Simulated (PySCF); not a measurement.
**Computed spin Hamiltonian**

C7H9 (doublet state).
Structure used (GFN2-xTB), in Å, numbered top down from 1:
```xyz
16
C7H9 angstrom
C     -1.577    1.536    0.258
C     -1.379    0.069    0.113
C     -0.154   -0.565   -0.037
C     -0.138   -2.071   -0.193
C      1.041    0.077   -0.072
C      1.913    1.244   -0.021
C      2.489    0.061   -0.175
H     -2.303    1.901   -0.472
H     -0.645    2.074    0.119
H     -1.972    1.780    1.249
H     -2.268   -0.542    0.138
H      0.871   -2.459   -0.083
H     -0.776   -2.536    0.556
H     -0.511   -2.354   -1.177
H      2.018    2.298    0.076
H      3.384   -0.502   -0.291
```

The hyperfine couplings belong to this conformer and change with its torsions.

Identity: `C[CH]C(C)=C1C=C1` [radical].

Method used: UKS B3LYP, pcH-1 on C H, non-relativistic, mean-field spin-orbit, GIAO in PySCF. The structure is a single GFN2-xTB conformer in the gas phase; no vibrational or solvent corrections. GFN2-xTB frequencies show an imaginary mode (42i cm⁻¹), so this geometry is no minimum at that level. Couplings are sensitive to structure, and on GFN2-xTB geometries they can be far from those on DFT ones. No stability test was run, so a lower SCF solution isn't excluded.

- g1, g2, g3: 2.00216, 2.00270, 2.00297
- g_iso: 2.00261
- Form of g: rhombic: the two nearest values differ by 34 % of g3 − g1
- ⟨S²⟩: 0.7685 (exact 0.7500)
- HOMO–LUMO gap, α and β orbitals: 2.75, 5.40 eV

Hyperfine couplings atom by atom, in mT; T1 to T3 are the principal values of the dipolar part; ρ(0) is the spin density at the nucleus (MHz turned into mT with g_iso):

```json
{"atom": "C1", "isotope": "13C", "a_iso": "-0.81", "T1": "-0.04", "T2": "0.01", "T3": "0.04", "Mulliken spin population": "-0.06", "ρ(0) (bohr⁻³)": "-0.0202"}
{"atom": "C2", "isotope": "13C", "a_iso": "2.12", "T1": "-1.98", "T2": "-1.91", "T3": "3.89", "Mulliken spin population": "0.70", "ρ(0) (bohr⁻³)": "0.0530"}
{"atom": "C3", "isotope": "13C", "a_iso": "-1.62", "T1": "-0.75", "T2": "0.28", "T3": "0.47", "Mulliken spin population": "-0.20", "ρ(0) (bohr⁻³)": "-0.0403"}
{"atom": "C4", "isotope": "13C", "a_iso": "0.14", "T1": "-0.03", "T2": "0.00", "T3": "0.04", "Mulliken spin population": "0.01", "ρ(0) (bohr⁻³)": "0.0034"}
{"atom": "C5", "isotope": "13C", "a_iso": "1.64", "T1": "-1.47", "T2": "-1.36", "T3": "2.83", "Mulliken spin population": "0.44", "ρ(0) (bohr⁻³)": "0.0410"}
{"atom": "C6", "isotope": "13C", "a_iso": "-0.01", "T1": "-0.37", "T2": "-0.26", "T3": "0.63", "Mulliken spin population": "0.09", "ρ(0) (bohr⁻³)": "-0.0003"}
{"atom": "C7", "isotope": "13C", "a_iso": "-0.36", "T1": "-0.18", "T2": "-0.02", "T3": "0.20", "Mulliken spin population": "0.01", "ρ(0) (bohr⁻³)": "-0.0091"}
{"atom": "H8", "isotope": "1H", "a_iso": "2.09", "T1": "-0.13", "T2": "-0.10", "T3": "0.22", "Mulliken spin population": "0.02", "ρ(0) (bohr⁻³)": "0.0131"}
{"atom": "H9", "isotope": "1H", "a_iso": "0.11", "T1": "-0.13", "T2": "-0.04", "T3": "0.17", "Mulliken spin population": "0.00", "ρ(0) (bohr⁻³)": "0.0007"}
{"atom": "H10", "isotope": "1H", "a_iso": "2.64", "T1": "-0.13", "T2": "-0.09", "T3": "0.22", "Mulliken spin population": "0.03", "ρ(0) (bohr⁻³)": "0.0166"}
{"atom": "H11", "isotope": "1H", "a_iso": "-1.56", "T1": "-0.96", "T2": "0.01", "T3": "0.94", "Mulliken spin population": "-0.03", "ρ(0) (bohr⁻³)": "-0.0098"}
{"atom": "H12", "isotope": "1H", "a_iso": "-0.10", "T1": "-0.07", "T2": "-0.06", "T3": "0.13", "Mulliken spin population": "0.00", "ρ(0) (bohr⁻³)": "-0.0006"}
{"atom": "H13", "isotope": "1H", "a_iso": "-0.28", "T1": "-0.08", "T2": "-0.05", "T3": "0.13", "Mulliken spin population": "0.00", "ρ(0) (bohr⁻³)": "-0.0018"}
{"atom": "H14", "isotope": "1H", "a_iso": "-0.46", "T1": "-0.08", "T2": "-0.03", "T3": "0.11", "Mulliken spin population": "0.00", "ρ(0) (bohr⁻³)": "-0.0029"}
{"atom": "H15", "isotope": "1H", "a_iso": "-0.39", "T1": "-0.19", "T2": "-0.03", "T3": "0.22", "Mulliken spin population": "-0.01", "ρ(0) (bohr⁻³)": "-0.0025"}
{"atom": "H16", "isotope": "1H", "a_iso": "-0.18", "T1": "-0.11", "T2": "-0.04", "T3": "0.16", "Mulliken spin population": "0.00", "ρ(0) (bohr⁻³)": "-0.0011"}
```

Largest spin populations (Mulliken): C2 (+0.70), C5 (+0.44), C3 (-0.20) and C6 (+0.09). The angles at C2 add up to 360.0°, so it is planar; its axial dipolar tensor and the negative coupling of its proton fit spin in a p orbital normal to that plane.

Axes: g2 points within 10° of the C3–C5 bond and g3 points within 11° of the C1–C2 bond.

Under fast tumbling the dipolar parts average out, and these isotropic splittings remain: 3 × 1H (H8/H9/H10, I = 1/2, 4 lines) with 1.61 mT, 1 × 1H (H11, I = 1/2, 2 lines) with 1.56 mT, 1 × 1H (H15, I = 1/2, 2 lines) with 0.39 mT, 3 × 1H (H12/H13/H14, I = 1/2, 4 lines) with 0.28 mT and 1 × 1H (H16, I = 1/2, 2 lines) with 0.18 mT.

Means are taken over nuclei equivalent by connectivity, which assumes that they swap fast. The three 1H nuclei of mean +45.2 MHz run from 3.0 to 74.1 MHz in the frozen geometry. The three 1H nuclei of mean -7.8 MHz run from -13.0 to -2.7 MHz in the frozen geometry.

The 13C coupling of C2 (59.5 MHz) shows only in satellite lines or after enrichment, since that isotope makes up about 1.07 % of natural carbon.

Time: 67 s (with the writing of density and orbital grids); peak memory 1.1 GiB. Hardware: one thread, Arm Neoverse V1 (aarch64), no GPU, shared host with 32 logical CPUs at a one-minute load of 30.
